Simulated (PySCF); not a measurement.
# Dipole response of Xe⁺ (xenon, charge +1)

[Kr] 4d10 5s2 5p5, 2P determinant. Computed with PySCF 2.14 in x2c-QZVPPall with one added diffuse shell each of s, p, d, f type (14s10p8d5f1g, 128 functions), with the spin-free X2C one-electron Hamiltonian (Gaussian nucleus). Coupled (time-dependent) response in atomic units; α is the mean over directions.

```json
{"method": "PBE0", "mean α (bohr³)": "18.04", "α xx, yy, zz": "17.42, 18.35, 18.35", "C₆ (like pair)": "157.3", "S(−4)": "52.44"}
{"method": "B3LYP", "mean α (bohr³)": "18.19", "α xx, yy, zz": "17.51, 18.53, 18.53", "C₆ (like pair)": "158.5", "S(−4)": "54.23"}
```

S(−4) is the Cauchy moment in α(ω) = α(0) + S(−4) ω² + …

Spin-orbit coupling is absent.

α(iu) at PBE0:

```json
{"u (hartree)": "0", "α(iu) (bohr³)": "18.04"}
{"u (hartree)": "0.0500", "α(iu) (bohr³)": "17.91"}
{"u (hartree)": "0.100", "α(iu) (bohr³)": "17.53"}
{"u (hartree)": "0.200", "α(iu) (bohr³)": "16.19"}
{"u (hartree)": "0.300", "α(iu) (bohr³)": "14.42"}
{"u (hartree)": "0.500", "α(iu) (bohr³)": "10.84"}
{"u (hartree)": "0.750", "α(iu) (bohr³)": "7.522"}
{"u (hartree)": "1.00", "α(iu) (bohr³)": "5.429"}
{"u (hartree)": "1.50", "α(iu) (bohr³)": "3.230"}
{"u (hartree)": "2.00", "α(iu) (bohr³)": "2.193"}
{"u (hartree)": "3.00", "α(iu) (bohr³)": "1.257"}
{"u (hartree)": "5.00", "α(iu) (bohr³)": "0.6006"}
```

A single London oscillator, α(iu) = α/(1 + u²/ω²), gives C₆ = (3/4) ω α². Matching the computed C₆ needs ω = 4 × 157.3 / (3 × 18.04²) = 0.644 hartree.

For an ion, C₆ is the dispersion term alone; charge-induced terms of lower order in 1/R come first.

The components differ because the open shell of this determinant is not spherical; for a pure term their mean is the scalar polarisability.
